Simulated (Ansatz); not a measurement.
Basis-set extrapolation for `O[SiH](O)S[SiH](O)F` (PBE0-D4/def2-TZVP geometry, frozen core, Ansatz 0.2.0). Multiplicity 1, RHF reference.

```csv
,def2-TZVPP,def2-QZVPP
HF,-1302.829684,-1302.875701
MP2 correlation,-1.377677,-1.497957
CCSD(T) correlation,-1.464004,not run
```

Energies in hartree. Use E(X) = E(∞) + A·exp(−7.88·√X) for Hartree–Fock and E(X) = E(∞) + B·X^(−2.97) for correlation, with X = 3 and 4, and add CCSD(T) minus MP2 of the smaller set to the MP2 limit.

Problem. What is the CCSD(T) energy at the basis-set limit?

Solution. HF limit: -1302.875701 + (-0.046017) × 0.13774 = -1302.88204. MP2 limit: -1.497957 + (-0.120280) × 0.74074 = -1.58705. Higher-order term: -1.464004 − (-1.377677) = -0.08633. Total: -1304.55542 hartree, 164.2 kcal/mol below CCSD(T)/def2-TZVPP.
